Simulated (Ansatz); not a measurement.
Input file for `BC(=C)O`:

```yaml
crystal:
  periodic: [false, false, false]
  atoms:
    - {symbol: B, position_ang: [0.224646, 1.242845, 0.118693]}
    - {symbol: C, position_ang: [-0.088509, -0.258122, 0.152678]}
    - {symbol: C, position_ang: [0.095792, -1.008664, -0.946987]}
    - {symbol: O, position_ang: [-0.555475, -0.862804, 1.284103]}
    - {symbol: H, position_ang: [0.630784, 1.737971, -0.887241]}
    - {symbol: H, position_ang: [0.062310, 1.916862, 1.098874]}
    - {symbol: H, position_ang: [-0.114138, -2.073459, -0.961230]}
    - {symbol: H, position_ang: [0.464759, -0.542711, -1.849236]}
    - {symbol: H, position_ang: [-0.631668, -0.198220, 1.973245]}
basis:
  gaussian: {orbitals: def2-TZVPP}
correlation: {method: ccsd_t}
output: {orbitals: {seedname: orbitals}}
```

```sh
$ ansatz run in.yaml --threads 2 --pin off --events-out ev --progress --plain --max-ram 4352MiB
```

Log, shortened:

```
Functional definition: HF
1166 factors; integrals over basis functions are off by at most 9.5e-4 eV
mean field evaluation 1: about -4846.8895 eV, gradient 3.3e1 eV
mean field evaluation 2: about -4846.8930 eV, gradient 3.3e1 eV
mean field evaluation 4: about -4849.6560 eV, gradient 4.0e0 eV
mean field evaluation 8: about -4849.7025 eV, gradient 3.5e-4 eV
mean field -4849.70247260 eV, -178.2232786216 hartree, gradient 2.8e-6 eV, S^2 0.000000; 0 other end points of the search recorded, 0 dependent functions left out; unrestricted orbitals would lower it
4 core orbitals not correlated: weight in the atoms' cores, before any rotation towards them, 1.000 or more for the frozen orbitals, at most 0.000 for the correlated occupied ones
reference -4849.70247260 eV, -178.2232786216 hartree; 11, 11 occupied and 179, 179 virtual orbitals, 1166 factors
second order -17.99096465 eV of doubles, -0.00000000 eV of singles
cycle   1  -18.28104773 eV  change   -2.9e-1 eV  update   9.4e-2
cycle   2  -18.73863369 eV  change   -4.6e-1 eV  update   2.9e-2
cycle   3  -18.85021059 eV  change   -1.1e-1 eV  update   1.6e-2
cycle   4  -18.84213098 eV  change    8.1e-3 eV  update   4.0e-3
cycle   5  -18.84060461 eV  change    1.5e-3 eV  update   2.0e-3
cycle   6  -18.84145179 eV  change   -8.5e-4 eV  update   6.2e-4
cycle   7  -18.84122150 eV  change    2.3e-4 eV  update   3.1e-4
cycle   8  -18.84114123 eV  change    8.0e-5 eV  update   1.3e-4
cycle   9  -18.84117434 eV  change   -3.3e-5 eV  update   5.1e-5
cycle  10  -18.84116472 eV  change    9.6e-6 eV  update   1.8e-5
perturbative correction -0.79333686 eV, -0.0291545920 hartree
Total energy: -4869.33697418 eV, -178.9448332460 hartree
```

It took 2.4 min on 2 threads of an Intel Xeon on a shared host, with 2.3 GiB of host memory at the peak.

The correlation energy is -19.635 eV, 4.0 % of it from (T); the T1 diagnostic reads 0.0126.
